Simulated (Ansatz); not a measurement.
Relaxation of CH4NPSi (8 atoms, charge 0, multiplicity 1), to a largest force component of 0.015 eV/Å in at most 40 steps.

Method: Ansatz 0.2.0, RKS PBE-D4/def2-SVP.

```xyz
8
Properties=species:S:1:pos:R:3:forces:R:3
N 2.111 -0.622 2.159 -3.03 1.88 -2.93
C 1.313 -0.121 1.382 2.54 -1.53 2.45
Si 0.094 0.623 0.129 1.55 0.72 -0.13
P -1.313 -0.882 -0.479 -2.42 -1.09 0.73
H 0.820 1.047 -1.119 0.40 0.21 0.28
H -0.612 1.806 0.689 -0.06 0.08 0.27
H -0.484 -1.726 -1.202 0.87 -0.46 -0.59
H -1.836 -0.182 -1.614 0.15 0.20 -0.08
```

Where does it end, and by what steps?

The forces met the threshold. After 6 steps the energy has fallen by 0.397 eV; H5 moved furthest, 0.17 Å.

```csv
step,energy less start (eV),largest force component (eV/Å),accepted
0,0.0000,3.027,yes
1,-0.3628,0.470,yes
2,-0.3933,0.262,yes
3,-0.3964,0.067,yes
4,-0.3968,0.018,yes
5,-0.3971,0.020,yes
6,-0.3971,0.002,yes
```

```xyz
8
Properties=species:S:1:pos:R:3
N 2.010 -0.590 2.112
C 1.285 -0.099 1.331
Si 0.123 0.634 0.072
P -1.400 -0.981 -0.428
H 0.968 1.107 -1.075
H -0.565 1.797 0.723
H -0.448 -1.703 -1.234
H -1.882 -0.222 -1.557
```

Time of the run: 17 s on 1 thread of Intel(R) Xeon(R) Platinum 8375C CPU @ 2.90GHz (Ice Lake), with other jobs on the host, peak memory 0.16 GiB.
